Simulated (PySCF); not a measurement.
**Orbital energies and ionisation energy**

Species: C3H10P2Si.
Cartesian coordinates in Å at the PBE0-D3(BJ)/def2-SVP level; atoms count from 1:
```xyz
16
C3H10P2Si angstrom
P      1.9450   -1.9424    0.5874
Si     0.9079   -0.1804   -0.3910
P      2.4332    1.4961   -0.4119
C     -0.6477    0.1978    0.5653
C     -1.9390   -0.5071    0.2186
C     -1.7826    0.9439   -0.0936
H      0.9769   -2.8880    0.1275
H      2.8292   -2.1644   -0.5125
H      0.5220   -0.4465   -1.8150
H      1.4558    2.4941   -0.7184
H      2.3351    1.7018    0.9994
H     -0.4947    0.4095    1.6300
H     -1.9353   -1.2176   -0.6143
H     -2.5954   -0.7945    1.0443
H     -2.3324    1.6683    0.5134
H     -1.6723    1.2372   -1.1427
```

Level: PBE0/def2-SVPD (PySCF). Frontier orbitals with their largest atomic shares (Löwdin; up to four atoms above 4 %):

```csv
orbital,ε (eV),main atoms
HOMO−3,-8.84,"P3 26 %, C5 20 %, C6 15 %, Si2 10 %"
HOMO−2,-8.27,"P1 21 %, C4 17 %, C6 15 %, Si2 14 %"
HOMO−1,-7.40,"P1 62 %, Si2 15 %, H7 6 %, H8 6 %"
HOMO,-7.32,?
LUMO,0.07,"P1 23 %, P3 21 %, Si2 15 %, H7 12 %"
LUMO+1,0.16,"P1 27 %, P3 24 %, Si2 16 %, H8 8 %"
LUMO+2,0.50,"P1 18 %, Si2 18 %, P3 15 %, H9 9 %"
```

Question: What vertical ionisation energy does ΔSCF give, and how far is −ε(HOMO) from it?

Answer: ΔSCF: 9.10 eV (878 kJ/mol; threshold wavelength 136 nm); ⟨S²⟩ of the doublet left behind is 0.759, against 0.75 for a pure doublet. −ε(HOMO) is 7.32 eV, 1.78 eV below it. For the exact functional −ε(HOMO) would equal the first vertical ionisation energy; PBE0 (global hybrid, 25 % exact exchange) falls short of its own ΔSCF value by 20 %. Holes in the HOMO−1 and HOMO−2 were tried too where these lie within 1.2 eV of the HOMO; the lowest converged state counts.

Question: On which atoms does the HOMO lie?

Answer: P3 (three-coordinate phosphorus) 57 %, Si2 (SiH silicon) 12 %, C4 (sp3 carbon bound to silicon) 8 %, C5 (three-membered-ring carbon) 6 %, so more than half of it is on one atom. The HOMO−1 lies 0.08 eV lower.

Question: What kinetic energy would electrons from this vertical process carry with Lyman-α light (10.199 eV)?

Answer: 10.20 − 9.10 = 1.10 eV.

Question: What total energies stand behind the ΔSCF value?

Answer: E(N) = -1091.61994 Eh and E(N − 1) = -1091.28559 Eh at the same geometry, 0.33435 Eh apart.

Question: With α = 118.4 au, estimate the like-pair dispersion coefficient by London's formula C6 = (3/4)α²I.

Answer: I = 0.3343 Eh, so C6 ≈ 3510 au, a rough estimate.

One conformer (not necessarily the lowest) at the PBE0-D3(BJ)/def2-SVP geometry, without solvent, vibrations or thermal averaging.
